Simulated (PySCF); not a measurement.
## Electron correlation in Os (osmium, neutral)

[Xe] 4f14 5d6 6s2, high-spin 5D determinant. Computed with PySCF 2.14 in cc-pVTZ-PP with ECP60MDF (5s5p4d2f1g, 63 functions), with scalar relativity through the core potential. Frozen: 5s2 5p6; 8 electrons correlated.

MP2 pair energies summed by pair of shells (mhartree):

| pair | energy | share (%) |
| --- | --- | --- |
| 5d-5d | -98.79 | 53.6 |
| 5d-6s | -67.29 | 36.5 |
| 6s-6s | -18.27 | 9.9 |

Total MP2 correlation energy: -184.34 mhartree.

Same-spin part -79.92 and opposite-spin part -104.42 mhartree; SCS-MP2 scales them by 1/3 and 6/5 to -151.95 mhartree.
